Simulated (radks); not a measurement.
Results of a calculation; reference values are marked as such.
Ionisation of Cs, [Xe] 6s1, to Cs+, [Xe], under several functionals. Scalar-relativistic Kohn-Sham, spin-unpolarised, spherical densities, finite nucleus; a radial shooting solver on a logarithmic mesh with Libxc functionals.

\begin{tabular}{lrrrrrr}
functional & E(Cs) (hartree) & Exc (hartree) & IE (eV) & -e(HOMO) (eV) & <r> HOMO (bohr) & IE error (eV) \\ \hline
BLYP & -7787.3330 & -192.6804 & 3.882 & 2.016 & 5.615 & -0.012 \\
exchange-only PBE & -7783.6861 & -188.9922 & 3.606 & 1.715 & 5.897 & -0.288 \\
LDA (Slater exchange, Perdew-Wang correlation) & -7780.5387 & -185.8508 & 3.996 & 2.225 & 5.543 & +0.103 \\
OLYP & -7789.5819 & -195.0661 & 3.786 & 1.809 & 5.908 & -0.108 \\
revPBE & -7786.8914 & -192.2472 & 3.799 & 2.028 & 5.784 & -0.095 \\
SOGGA & -7783.0990 & -188.4240 & 3.721 & 1.998 & 5.741 & -0.173 \\
LDA (Slater exchange, Perdew-Zunger correlation) & -7780.5397 & -185.8518 & 3.999 & 2.227 & 5.540 & +0.105 \\
HCTH/407 & -7791.4245 & -196.9992 & 4.155 & 2.145 & 5.825 & +0.261 \\
\end{tabular}

NIST Atomic Spectra Database: 3.894 eV (measured). Closest: BLYP. The Delta-SCF values span 0.55 eV, the total energies 10.89 hartree. The highest occupied level is 6s. Spin polarisation and multiplet splitting are left out, so open shells lie too high by an amount that depends on their filling.

Beside tabulated values, note that spin-unpolarised runs miss the spin-polarisation part of the exchange energy of open shells.
